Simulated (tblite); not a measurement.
Compound: C₄H₄ClNOS.
Numbering: `[CH3:1][O:2][c:3]1[cH:4][c:5]([Cl:6])[s:7][n:8]1` (hydrogens: H9, H10, H11 on C1; H12 on C4)

The geometry is computed with GFN2-xTB (gas phase).

Problem. Give the optimised bond lengths and angles.

Solution. 
```json
{"bond": "C1–O2", "length (pm)": "141.7", "order": "single"}
{"bond": "O2–C3", "length (pm)": "133.2", "order": "single"}
{"bond": "C3–C4", "length (pm)": "142.2", "order": "aromatic"}
{"bond": "C4–C5", "length (pm)": "136.3", "order": "aromatic"}
{"bond": "C5–Cl6", "length (pm)": "170.0", "order": "single"}
{"bond": "C5–S7", "length (pm)": "173.4", "order": "aromatic"}
{"bond": "S7–N8", "length (pm)": "163.3", "order": "aromatic"}
{"bond": "C3–N8", "length (pm)": "131.0", "order": "aromatic"}
{"bond": "C1–H9, C1–H10, C1–H11", "length (pm)": "109.1", "order": "single"}
{"bond": "C4–H12", "length (pm)": "107.2", "order": "single"}
```

Bonds in one row agree within 1 pm and their mean is given. Orders are formal, as drawn. A selection of angles:
```json
{"angle": "C1–O2–C3", "degrees": "115.7"}
{"angle": "O2–C3–C4", "degrees": "121.4"}
{"angle": "O2–C3–N8", "degrees": "122.4"}
{"angle": "C4–C3–N8", "degrees": "116.2"}
{"angle": "C3–C4–C5", "degrees": "109.2"}
{"angle": "C4–C5–Cl6", "degrees": "127.6"}
{"angle": "C4–C5–S7", "degrees": "109.9"}
{"angle": "Cl6–C5–S7", "degrees": "122.5"}
{"angle": "C5–S7–N8", "degrees": "93.3"}
{"angle": "C3–N8–S7", "degrees": "111.4"}
```

Dihedral angles: C1–O2–C3–C4 180° (antiperiplanar).

Of the pairs four or more bonds apart, N8···H11 is among the closest relative to their van der Waals radii: 2.62 Å, 95 % of the sum of Bondi's values. The 2 C–C bonds span 1.363 Å (C4–C5, aromatic) to 1.422 Å (C3–C4, aromatic), a spread of 0.059 Å. The 5-membered ring C3–C4–C5–S7–N8 has internal angles of 93.3° to 116.2° (sum 540°, against 540° for a flat polygon); it is planar, 0.00 Å rms from its mean plane, widest ring torsion 0°. O2 (aryl ether oxygen) is bent (angle 115.7°). The 8 heavy atoms lie in one plane (0.000 Å rms). The 2 C–O bonds span 1.332 Å (O2–C3, drawn single) to 1.417 Å (C1–O2, drawn single), a spread of 0.085 Å.

Point group: Cs (every atom within 0.08 Å of its image). Its GFN2-xTB frequencies are all real (lowest 95 cm⁻¹). One conformer, not necessarily the lowest.
